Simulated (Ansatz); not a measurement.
Program: Ansatz. Geometries: PBE0-D4/def2-TZVP. ΔE: electronic, gas phase. CCSD(T)/CBS adds triple-zeta CCSD(T) − MP2 to the extrapolated MP2 energy (def2 sets, frozen cores). This one scheme is used for every species. Functionals use def2-TZVPP. Each species was taken in one conformer, which may not be the lowest.

Reaction (formal hydrolysis of a B–Si bond): `OCOB[SiH3]` + H₂O → `OBOCO` + SiH₄

```json
{"level": "PBE0-D4", "ΔE (kJ/mol)": "-152.9"}
{"level": "ωB97M-V", "ΔE (kJ/mol)": "-163.3"}
{"level": "B2PLYP", "ΔE (kJ/mol)": "-168.4"}
{"level": "PBE", "ΔE (kJ/mol)": "-153.0"}
{"level": "r2SCAN", "ΔE (kJ/mol)": "-162.5"}
{"level": "HF/def2-TZVPP", "ΔE (kJ/mol)": "-186.2"}
{"level": "MP2/def2-QZVPP", "ΔE (kJ/mol)": "-161.4"}
{"level": "HF/CBS(def2)", "ΔE (kJ/mol)": "-186.5"}
```

**Question.** What does CCSD(T)/CBS give? (Best estimate.)

**Answer.** Computed: -154.4 kJ/mol. The listed levels differ from it by 1.5, -8.9, -14.0, 1.4, -8.1, -31.8, -7.0, -32.1 kJ/mol.

Largest T1 diagnostic among the species: 0.014.

From PBE to PBE0 (25 % exact exchange), in def2-TZVPP and without D4, ΔE moves by −4.6 kJ/mol. The D4 term adds +8.5 kJ/mol with B3LYP and +4.7 kJ/mol with PBE0; it sums over pairs of atoms, weighted by their polarisabilities, and B3LYP, whose exchange is more repulsive, gets the larger term. In def2-TZVPP, CCSD(T) changes the Hartree–Fock value by +27.0 kJ/mol (the triples alone add +3.3 kJ/mol) and MP2 by +22.1 kJ/mol.

B3LYP here is the variant with VWN-RPA as its local correlation; programs differ in this.
